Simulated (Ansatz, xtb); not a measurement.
# Relative energy of two structures of AlClHNSi

We compare I, a triplet given by its coordinates, with II, `[Cl][Al]1[NH][Si]1`, a singlet. Both are isolated molecules in the gas phase, relaxed with B3LYP-D3(BJ)/6-311G**.

I (Å):

```json
{"atom": "Al", "x (Å)": "-0.8735", "y (Å)": "-2.1357", "z (Å)": "-1.9334"}
{"atom": "Cl", "x (Å)": "-2.6957", "y (Å)": "-3.2360", "z (Å)": "-1.6667"}
{"atom": "N", "x (Å)": "0.0366", "y (Å)": "-1.6280", "z (Å)": "-0.3894"}
{"atom": "Si", "x (Å)": "-0.5011", "y (Å)": "-0.0522", "z (Å)": "-0.0449"}
{"atom": "H", "x (Å)": "0.6676", "y (Å)": "-2.2029", "z (Å)": "0.1614"}
```

Close contacts (Å): Al1–Cl2 2.15, Al1–N3 1.86, Al1–Si4 2.84, N3–Si4 1.70, N3–H5 1.02.

II (Å):

```tsv
atom	x (Å)	y (Å)	z (Å)
Al	-1.4870	-1.7206	-1.3841
Cl	-2.3883	-3.5273	-2.0354
N	-0.0218	-1.7340	-0.2894
Si	-0.1342	-0.0002	-0.3945
H	0.6652	-2.2728	0.2304
```

Estimate which is lower in electronic energy at CCSD(T)/def2-TZVP, and by roughly how much.

The CCSD(T)/def2-TZVP calculation puts structure II lower, by 22.2 kcal/mol.

Level by level:

```
                level               geometry  E(II) − E(I) (kcal/mol)  departure from the last row (kcal/mol)  job, with rough time for the two
B3LYP-D3(BJ)/6-311G**  B3LYP-D3(BJ)/6-311G**                     −18.7                                    +3.5                optimisation, 46 s
         HF/def2-TZVP  B3LYP-D3(BJ)/6-311G**                      −2.0                                   +20.3           part of the CCSD(T) run
        MP2/def2-TZVP  B3LYP-D3(BJ)/6-311G**                     −21.5                                    +0.7           part of the CCSD(T) run
    CCSD(T)/def2-TZVP  B3LYP-D3(BJ)/6-311G**                     −22.2                                                        single point, 30 s
```

The levels shown agree on the order. The largest departure from CCSD(T)/def2-TZVP is that of HF/def2-TZVP, 20.3 kcal/mol. Levels run at GFN2-xTB geometries aren't shown. The triplet state of I needn't be its ground state.

With harmonic frequencies from B3LYP-D3(BJ)/6-311G** (ideal gas, rigid rotor, one conformer each, 400 K, 1 atm): the zero-point term adds +0.5 kcal/mol; ΔH is −22.0 and ΔG −20.0 kcal/mol.

Open shells are spin-unrestricted. The correlated steps freeze 16 core orbitals. ΔG holds the spin degeneracy. Mirror images aren't counted in ΔG. Codes used: Ansatz 0.2.0; the last row on 2 threads of Intel(R) Xeon(R) 6975P-C (Granite Rapids) on a shared host.
